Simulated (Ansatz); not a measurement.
Program: Ansatz. Geometries: PBE0-D4/def2-TZVP. ΔE: electronic, gas phase. CCSD(T)/CBS adds triple-zeta CCSD(T) − MP2 to the extrapolated MP2 energy (def2 sets, frozen cores). Functionals use def2-TZVPP. B3LYP here is the variant with VWN-RPA as its local correlation; programs differ in this. Elements past krypton have def2 core potentials. For I outer-core shells are correlated without core-valence functions, which leaves a few kJ/mol of doubt a bond. Each species was taken in one conformer, which may not be the lowest.

Consider the formal exchange of groups at the Si–C bond: `OC1([SiH2]F)BC1` + `OI` → `F[SiH2]I` + `OC1(O)BC1`.

(1) Is it downhill or uphill in electronic energy at CCSD(T)/CBS, and by how much? (Estimate.)

(2) What do these levels give: B3LYP-D4, ωB97X-V, ωB97M-V, PBE0, SCS-MP2/def2-QZVPP, HF/CBS(def2)? (Best estimate.)

Largest T1 diagnostic among the species: 0.013.

## Answers

(1) Ansatz gave: Downhill: ΔE = -40.7 kcal/mol.

(2) Computed: B3LYP-D4 -39.4, ωB97X-V -41.8, ωB97M-V -41.4, PBE0 -43.7, SCS-MP2/def2-QZVPP -40.8, HF/CBS(def2) -47.2 kcal/mol.

In def2-TZVPP, CCSD(T) changes the Hartree–Fock value by +7.1 kcal/mol (the triples alone add +1.1 kcal/mol) and MP2 by +5.1 kcal/mol. The D4 term adds +0.9 kcal/mol with B3LYP and +0.5 kcal/mol with PBE0; it sums over pairs of atoms, weighted by their polarisabilities, and B3LYP, whose exchange is more repulsive, gets the larger term. From PBE to PBE0 (25 % exact exchange), in def2-TZVPP and without D4, ΔE moves by −3.3 kcal/mol.
